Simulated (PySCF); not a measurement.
**Distorted geometries of Eu2OCl2**

Eu2OCl2 (singlet in the valence; each metal's 4f electrons, 7 of them, lie in its core potential, out of spins and levels). PySCF 2.14.0, RKS r2SCAN, Eu lcecp-0-SVP with ECP53, O def2-SVP, Cl def2-SVP; non-relativistic Hamiltonian with scalar-relativistic core potentials where named; density fitting; no spin-orbit coupling. Relaxed geometry:

```xyz
5

Eu    0.0000    0.0000    2.1916
Eu    0.0000    0.0000   -2.1916
O     0.0000    0.0000    0.0000
Cl    0.0000    0.0000    4.9192
Cl    0.0000    0.0000   -4.9192
```

Problem. Order these distorted geometries by energy above the relaxed one, lowest first.
A.
```xyz
5

Eu   -0.0209    0.0526    2.1679
Eu   -0.0545   -0.1812   -2.3081
O    -0.1313    0.0873    0.1001
Cl    0.1537   -0.0594    4.9200
Cl    0.0530    0.1007   -4.8800
```
B.
```xyz
5

Eu   -0.1462    0.0305    2.5075
Eu   -0.0464    0.0662   -2.4434
O     0.0463   -0.1880    0.0586
Cl    0.1745   -0.0113    4.7960
Cl   -0.0282    0.1026   -4.9186
```
C.
```xyz
5

Eu   -0.0892   -0.0282    2.1070
Eu    0.1749   -0.1961   -1.8622
O    -0.0177    0.0565   -0.1938
Cl   -0.0845    0.0843    4.7164
Cl    0.0165    0.0835   -4.7675
```

Solution. A (0.38 eV), B (2.05 eV), C (3.21 eV).

Problem. Which forces (eV/Å) act in the one that lies 2.05 eV up?

Solution. 
```
Eu  -0.81 -0.03 -7.88
Eu   0.07 -0.27  4.82
O   -0.20  0.42 -0.38
Cl   0.91 -0.14  5.92
Cl   0.03  0.02 -2.48
```
Forces carry noise of the integration grid, about 0.01 to 0.03 eV/Å.

No frequency check is given that shows the relaxed geometry to be a minimum. An lcecp potential fixes the number of 4f electrons, so in runs with it no electron can move into or out of that shell.
